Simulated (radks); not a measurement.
Problem. The osmium ion Os+, 75 electrons, occupied as [Xe] 4f14 5d6 6s1. Calculated with a radial shooting solver on a logarithmic mesh with Libxc functionals: scalar-relativistic Kohn-Sham, SOGGA, spin-polarised, spherical densities, finite nucleus; open shells are filled with parallel spins first (spin-orbit coupling, left out, can overturn this in heavy ions); Fermi nuclear charge, rms radius 5.4126 fm. Some entries of the table are withheld. Estimate them.

orbital  occ.  eigenvalue (hartree)  <1/r> (bohr^-1)
1s up       1             -2713.079            90.39
1s down     1             -2713.079            90.39
2s up       1             -472.7852            21.16
2s down     1             -472.7770            21.16
2p up       3             -411.8901            19.05
2p down     3             -411.8834            19.05
3s up       1             -110.2316            7.842
3s down     1             -110.2282            7.842
3p up       3             -92.34244            7.210
3p down     3             -92.33879            7.210
3d up       5             -72.31303            6.803
3d down     5             -72.30713            6.803
4s up       1             -23.47473            3.345
4s down     1             -23.46663            3.345
4p up       3             -17.60401            3.032
4p down     3             -17.59616            3.032
4d up       5             -10.30617            2.706
4d down     5             -10.29682            2.707
5s up       1              -3.67604            1.331
5s down     1              -3.61005            1.341
4f up       7              -2.19856              (1)
5p up       3              -2.19159            1.123
4f down     7              -2.18268              (2)
5p down     3              -2.10571            1.135
5d up       5              -0.55728           0.7476
6s up       1              -0.51277              (3)
5d down     1              -0.44452           0.7499
6s down     0              -0.41447              (4)

Solution. 
(1) 4f up <1/r> (bohr^-1): 2.237
(2) 4f down <1/r> (bohr^-1): 2.244
(3) 6s up <1/r> (bohr^-1): 0.4658
(4) 6s down <1/r> (bohr^-1): 0.4431
